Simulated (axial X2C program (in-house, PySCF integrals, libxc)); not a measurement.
Low determinants of TaS⁺ at the PBE0 level, with spin–orbit coupling

Calculated with an axial X2C code built on PySCF integrals. Two-component (2c) means X2C with spin–orbit coupling and atomic mean-field two-electron Coulomb and Gaunt terms. Basis: Ta dyall-cv3z [13s14p9d7f4g], S dyall-av3z [9s8p3d2f] (cores contracted in-house); Gaussian nuclei, density fitting, unrestricted open shells. Masses: Ta 180.948 u, S 31.972 u.

Search at 2.081 Å (vertical energies from the lowest determinant):

```csv
ΔE (eV),state,electrons beyond evenly filled partner blocks,"electrons in ±ω = 1/2, 3/2, 5/2, 7/2"
0.00,Ω = 1,"ω = -1/2, ω = 3/2",53 25 8 2
0.47,Ω = 3,"ω = 1/2, ω = 5/2",53 24 9 2
0.81,Ω = 2,"ω = 1/2, ω = 3/2",53 25 8 2
0.88,Ω = 0,none,54 24 8 2
1.01,Ω = 1,"ω = -3/2, ω = 5/2",52 25 9 2
1.31,Ω = 2,"ω = -1/2, ω = 5/2",53 24 9 2
1.45,Ω = 0,none,52 26 8 2
```

Lowest determinant, Ω = 1 (⟨Sz⟩ = -0.99, ⟨Lz⟩ = 1.99 at PBE0): Re = 2.076 Å, ωe = 593.9 cm⁻¹.

The determinant in row 2 of the search, Ω = 3 (⟨Sz⟩ = 1.00, ⟨Lz⟩ = 2.00 at PBE0), was followed along the bond at PBE0; measured from the minimum of the lowest determinant it gives:

Te = 0.473 eV (3818 cm⁻¹), Re = 2.073 Å, ωe = 596.2 cm⁻¹.

(1) Compare the bond of the determinant in row 2 with that of the lowest one.

The search compares states at one distance, so a state with another bond length can lie lower; it is not exhaustive and yields mostly the lowest determinant of each block pattern, so other components and higher states of one pattern are missing. These are energies of single determinants, not of spin-adapted states; PBE0 term energies can be off by some tenths of an eV, and the functional has no current term. Open-shell Ω = 0 determinants with evenly filled partner blocks cannot be reached by this program, so the Ω shown need not be the lowest component. The lowest determinant need not be the ground state where others lie within half an eV.

Answers

(1) At PBE0 its Re is 0.003 Å shorter and its force constant, which goes as ωe², is 1.01 times that of the lowest determinant. T0 ≈ Te + Δωe/2 = 3818 + (1) = 3819 cm⁻¹.
